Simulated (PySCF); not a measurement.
PySCF job for C2H8O2Si, SMILES C[Si@H](O)CO, PBE/pcSseg-1. Coordinates come from a B3LYP-D3(BJ)/def2-SVP optimisation. The structure was generated by enumeration; whether it is a known compound was not checked. Other conformers were not sampled.

```python
import numpy as np
from pyscf import gto, scf, dft
from pyscf.prop.nmr import rks as nmr

mol = gto.M(
    atom='''
    C     2.15851951   -0.31215925    0.27715632
    Si    0.45983124    0.19801739   -0.33211102
    O    -0.18863691    1.47570402    0.55848894
    C    -0.86000494   -1.12239566   -0.03336292
    O    -2.15317923   -0.55348292   -0.18992433
    H     2.90045206    0.49174994    0.14208511
    H     2.51887590   -1.19368593   -0.27981293
    H     2.12902447   -0.57274513    1.34749270
    H     0.53061017    0.59406244   -1.77238064
    H     0.05083148    2.37351067    0.30450450
    H    -0.72096314   -1.57788424    0.97189429
    H    -0.76558094   -1.95137408   -0.75580329
    H    -2.13744582    0.29368353    0.28029748
    ''',
    basis='pcSseg-1',
    charge=0,
    spin=0,
    max_memory=1600,
    verbose=3,
)
mf = dft.RKS(mol, xc='pbe')
mf.grids.level = 3
mf.conv_tol = 1e-10
mf.max_cycle = 100
mf.kernel()
n = nmr.NMR(mf)
n.verbose = 2
n.max_cycle_cphf = 60
sigma = n.kernel()
print('atom   isotropic/ppm   span/ppm')
for i, s in enumerate(sigma):
    w = np.linalg.eigvalsh((s + s.T) / 2)
    print(f'{mol.atom_symbol(i):2s}{i + 1:3d} {w.mean():14.3f} {w[2] - w[0]:11.3f}')
```

Output:

```
converged SCF energy = -520.554337169644
atom   isotropic/ppm   span/ppm
C   1        180.559      17.063
Si  2        330.091     101.283
O   3        306.301      46.261
C   4        123.195      82.739
O   5        329.725      82.739
H   6         30.790      10.185
H   7         31.353      10.508
H   8         30.950       9.766
H   9         26.062       8.068
H  10         30.351      20.922
H  11         27.513       9.959
H  12         27.671       7.075
H  13         30.218      21.382
```

Self-consistency was reached.
